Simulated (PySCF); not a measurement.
## Correlation energy of Br⁺ (bromine, charge +1)

[Ar] 3d10 4s1 4p5, high-spin 3P determinant (an excited configuration). Computed with PySCF 2.14 in x2c-QZVPPall (11s8p5d4f1g, 97 functions), with scalar relativity by spin-free X2C-1e. Frozen: [Ar] 3d10; 6 electrons correlated.

```tsv
level	correlation energy (mhartree)
CCSD	-204.95
(T)	-18.06
CCSD(T)	-223.01
```

Diagnostics: T1 = 0.018, D1 = 0.0366, largest double amplitude 0.205.

Question: Is a single reference adequate?

Answer: Not fully. A double-excitation amplitude exceeds 0.15, a sign of near-degeneracy.
